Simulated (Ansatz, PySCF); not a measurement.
Dimer: CH4O (SMILES CO) (first 6 atoms) with CH2F2 (SMILES FCF); geometry from B3LYP-D3(BJ)/def2-TZVP, rigid monomers moved along the line of their centres of mass till O2···H11 is 2.05 Å.
(charge 0, multiplicity 1):
```xyz
11

C      0.387    -0.581     0.425
O      0.263     0.755     0.909
H     -0.270    -0.764    -0.431
H      0.092    -1.238     1.240
H      1.418    -0.817     0.143
H      0.540     1.364     0.218
F     -0.026    -1.059     3.644
C      0.235     0.259     3.906
F      1.376     0.325     4.654
H     -0.590     0.658     4.499
H      0.393     0.773     2.960
```

Counterpoise-corrected where a basis set is named; no monomer relaxation.

Cores are frozen in the correlated methods.

Codes used: Ansatz (Gaussian basis) for Hartree–Fock, density functionals and correlated methods; PySCF for the dispersion terms. 

PBE/def2-TZVPPD gives -6.1 kJ/mol for the interaction energy.

Question: How do the other levels lie against it? Give each less PBE: PBE-D3(BJ)/def2-TZVPPD, r2SCAN/def2-TZVPPD, B3LYP/def2-TZVPPD, wB97M-V/def2-TZVPPD, MP2/aug-cc-pVDZ, CCSD(T)/aug-cc-pVDZ.

Answer: PBE-D3(BJ)/def2-TZVPPD -4.1; r2SCAN/def2-TZVPPD -1.9; B3LYP/def2-TZVPPD 1.5; wB97M-V/def2-TZVPPD -4.6; MP2/aug-cc-pVDZ -2.0; CCSD(T)/aug-cc-pVDZ -2.1 kJ/mol. 1 of 6 lie above PBE; the widest gap is to wB97M-V/def2-TZVPPD.

Ansatz is a first-principles code.
